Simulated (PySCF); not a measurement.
Gas-phase reaction: GeF₄ + 3 H₂ → GeH₂ + 4 HF, at 1600 K and a standard pressure of 1 bar. Level: r2SCAN/def2-TZVP†.

Computed with PySCF and rigid-rotor harmonic-oscillator thermochemistry at 1 bar. † marks an energy on the PBE0/def2-TZVP geometry and frequencies. All species are closed-shell singlets. Ge: all electrons, no relativistic terms. GeH₂: computed as isolated molecules; such fragments, hydroxides, amides, oligomers or adducts are transient or little studied in the gas. The harmonic model lacks anharmonicity and excited electronic states, which grow with temperature; levels with a mode under 35 cm⁻¹ are left out.

| species | E (Ha) | H(1600 K) − E (kJ/mol) | S°(1600 K) (J/mol/K) |
|---|---|---|---|
| GeF₄ | -2476.54773 | 175.4 | 468.5 |
| H₂ | -1.17106 | 74.0 | 180.1 |
| GeH₂ | -2078.12618 | 100.3 | 295.1 |
| HF | -100.44449 | 72.6 | 223.5 |
E: electronic energy; H − E holds the zero-point and thermal terms. 1 Ha = 2625.5 kJ/mol.

Task: Work out ΔH°, ΔS°, ΔG° and log10 K from these numbers.

Result: 1. ΔE = 1×(-2078.12618) + 4×(-100.44449) − 1×(-2476.54773) − 3×(-1.17106) = 0.15677 Ha = 411.6 kJ.
2. Δ(H − E) = 1×(100.3) + 4×(72.6) − 1×(175.4) − 3×(74.0) = -6.7 kJ, so ΔH° = 404.9 kJ.
3. ΔS° = 1×(295.1) + 4×(223.5) − 1×(468.5) − 3×(180.1) = 180.3 J/K; the number of gas molecules changes by +1.
4. ΔG° = ΔH° − TΔS° = 404.9 − 1600×(180.3)/1000 = 116.4 kJ.
5. log10 K = −ΔG°/(RT ln 10) = -3.80, with RT ln 10 = 30.63 kJ/mol; at standard pressures the reactants are favoured.
6. A shift of 10 kJ in ΔE would move log10 K by 0.33 here.
7. Lowering the total pressure from 1 bar to 0.01 bar multiplies the mole-fraction quotient K_x = K (p/p°)^(−Δn) by 10^2, which pushes the balance towards the products.
For scale, ΔH°(298 K) is 436 kJ at this level, 391 kJ at ωB97M-V/def2-TZVP†, and runs from 350 to 516 kJ over the 20 levels computed.
